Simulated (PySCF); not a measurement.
Assignment exercise: C₆H₁₁NSi₂

Molfile (atoms numbered from 1):
```
C6H11NSi2
     RDKit          3D

 20 20  0  0  0  0  0  0  0  0999 V2000
    2.0948   -1.0344    1.1368 Si  0  0  0  0  0  4  0  0  0  0  0  0
    1.2355    0.1404    0.1717 N   0  0  0  0  0  0  0  0  0  0  0  0
    2.0460    1.5031   -0.5601 Si  0  0  0  0  0  4  0  0  0  0  0  0
   -0.1378   -0.0146   -0.0198 C   0  0  0  0  0  0  0  0  0  0  0  0
   -0.7062   -1.2815   -0.1410 C   0  0  0  0  0  0  0  0  0  0  0  0
   -2.0664   -1.4343   -0.3290 C   0  0  0  0  0  0  0  0  0  0  0  0
   -2.8934   -0.3265   -0.4040 C   0  0  0  0  0  0  0  0  0  0  0  0
   -2.3407    0.9374   -0.2860 C   0  0  0  0  0  0  0  0  0  0  0  0
   -0.9813    1.0927   -0.0943 C   0  0  0  0  0  0  0  0  0  0  0  0
    1.1707   -1.5142    2.1626 H   0  0  0  0  0  0  0  0  0  0  0  0
    2.5797   -2.1391    0.3009 H   0  0  0  0  0  0  0  0  0  0  0  0
    3.2254   -0.3294    1.7337 H   0  0  0  0  0  0  0  0  0  0  0  0
    2.0338    2.6608    0.3418 H   0  0  0  0  0  0  0  0  0  0  0  0
    3.4213    1.0798   -0.8074 H   0  0  0  0  0  0  0  0  0  0  0  0
    1.3519    1.8017   -1.8113 H   0  0  0  0  0  0  0  0  0  0  0  0
   -0.0654   -2.1501   -0.1050 H   0  0  0  0  0  0  0  0  0  0  0  0
   -2.4817   -2.4276   -0.4237 H   0  0  0  0  0  0  0  0  0  0  0  0
   -3.9559   -0.4468   -0.5521 H   0  0  0  0  0  0  0  0  0  0  0  0
   -2.9739    1.8119   -0.3363 H   0  0  0  0  0  0  0  0  0  0  0  0
   -0.5616    2.0813    0.0194 H   0  0  0  0  0  0  0  0  0  0  0  0
  1  2  1  0
  2  3  1  0
  2  4  1  0
  4  5  2  0
  5  6  1  0
  6  7  2  0
  7  8  1  0
  8  9  2  0
  9  4  1  0
  1 10  1  0
  1 11  1  0
  1 12  1  0
  3 13  1  0
  3 14  1  0
  3 15  1  0
  5 16  1  0
  6 17  1  0
  7 18  1  0
  8 19  1  0
  9 20  1  0
M  END
```

PySCF 2.14.0 with density-fitted response routines calculation with shieldings: GIAO PBE0/pcSseg-1 and coordinates at the GFN2-xTB level; isolated molecule, fast rotation and ring inversion assumed for equivalent nuclei, non-relativistic Hamiltonian, one conformer.

Referencing at the same level of theory: ¹³C and ¹H against TMS.

**Question.** Assign these signals to the numbered atoms. ¹³C{¹H} NMR (computed): δ 157.9, 134.3, 125.6, 125.5.

**Answer.** 
157.9 → C4, aromatic carbon bearing nitrogen: the electronegative substituent deshields the carbon that carries it
134.3 → C6/C8, aromatic CH: the aromatic region
125.6 → C7, aromatic CH
125.5 → C5/C9, aromatic CH

C7 and C5/C9 lie closer than the usual error of such a calculation, so a measured spectrum could show them in the other order.

**Question.** Assign these signals to the numbered atoms. ¹H NMR (300 MHz, computed): δ 7.55 (m, 2H), 7.18 (t, 1H), 7.09 (d, 2H), 4.92 (s, 6H).

**Answer.** 
| δ (ppm) | atoms | environment | reason |
| --- | --- | --- | --- |
| 7.55 | H17/H19 | hydrogen on an aromatic CH | the ring current deshields protons in the ring plane |
| 7.18 | H18 | hydrogen on an aromatic CH | – |
| 7.09 | H16/H20 | hydrogen on an aromatic CH | – |
| 4.92 | H10/H11/H12/H13/H14/H15 | hydrogen on a silicon bonded to N | – |

H18 and H16/H20 lie closer than the usual error of such a calculation, so a measured spectrum could show them in the other order.

Shifts are as computed. Against solution values, carbons near 30 ppm lie about +3 ppm off and those near 130 ppm about +5 ppm. Of 1211 compounds with measured shifts, 218 miss one by over three times the rms of a fit or turn the order of signals round; such compounds aren't used in these exercises. Multiplicities follow the n + 1 count of equivalent neighbours, as no J values were calculated; m marks all less simple cases, F and P coupling included.
